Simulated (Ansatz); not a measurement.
AlAsCl₃H₃, SMILES `[Cl][Al-]([Cl])([Cl])[AsH3+]`, 8 atoms. Charge 0, multiplicity 1. Correlated methods include outer-core shells of As, which these sets cover unevenly. Scalar relativity is left out up to krypton. All runs use 4 threads of an Arm Neoverse V1 on a shared host. Correlated methods freeze the cores.

How many basis functions does each run have, and how long does it take in Ansatz? RKS PBE0-D4/def2-SVP energy; RKS ωB97M-V/def2-SVP energy; direct RPA on PBE orbitals/def2-TZVPP energy; RKS PBE-D4/def2-TZVPP energy and forces; RHF-MP2/def2-QZVPP energy; RKS B97M-V/def2-TZVPP energy; RHF-CCSD(T)/def2-TZVPP energy; RKS ωB97M-V/def2-QZVPP energy; RHF-CCSD(T)/def2-SVP energy; RKS HSE06 (plane-wave form)-D4/def2-TZVPP energy; RKS PBE0-D4/def2-TZVP relaxation (10 steps); RKS PBE0-D4/def2-TZVP frequencies. (An estimate is asked.)

The calculation gave: Other jobs shared the machine, so times are rough.

```json
{"level": "RKS PBE0-D4/def2-SVP", "job": "energy", "functions": "119", "wall time": "2.1 s", "peak host memory (GiB)": "0.3"}
{"level": "RKS PBE-D4/def2-TZVPP", "job": "energy and forces", "functions": "258", "wall time": "3.6 s", "peak host memory (GiB)": "0.44"}
{"level": "direct RPA on PBE orbitals/def2-TZVPP", "job": "energy", "functions": "258", "wall time": "7 s", "peak host memory (GiB)": "0.59"}
{"level": "RKS HSE06 (plane-wave form)-D4/def2-TZVPP", "job": "energy", "functions": "258", "wall time": "7 s", "peak host memory (GiB)": "1.2"}
{"level": "RKS ωB97M-V/def2-SVP", "job": "energy", "functions": "119", "wall time": "8.5 s", "peak host memory (GiB)": "0.45"}
{"level": "RHF-CCSD(T)/def2-SVP", "job": "energy", "functions": "119", "wall time": "9 s", "peak host memory (GiB)": "0.52"}
{"level": "RKS B97M-V/def2-TZVPP", "job": "energy", "functions": "258", "wall time": "16 s", "peak host memory (GiB)": "0.53"}
{"level": "RHF-MP2/def2-QZVPP", "job": "energy", "functions": "459", "wall time": "28 s", "peak host memory (GiB)": "2.7"}
{"level": "RKS ωB97M-V/def2-QZVPP", "job": "energy", "functions": "459", "wall time": "38 s", "peak host memory (GiB)": "2.9"}
{"level": "RKS PBE0-D4/def2-TZVP", "job": "relaxation (10 steps)", "functions": "214", "wall time": "67 s", "peak host memory (GiB)": "0.82"}
{"level": "RKS PBE0-D4/def2-TZVP", "job": "frequencies", "functions": "214", "wall time": "4 min", "peak host memory (GiB)": "0.83"}
{"level": "RHF-CCSD(T)/def2-TZVPP", "job": "energy", "functions": "258", "wall time": "4.7 min", "peak host memory (GiB)": "5.3"}
```
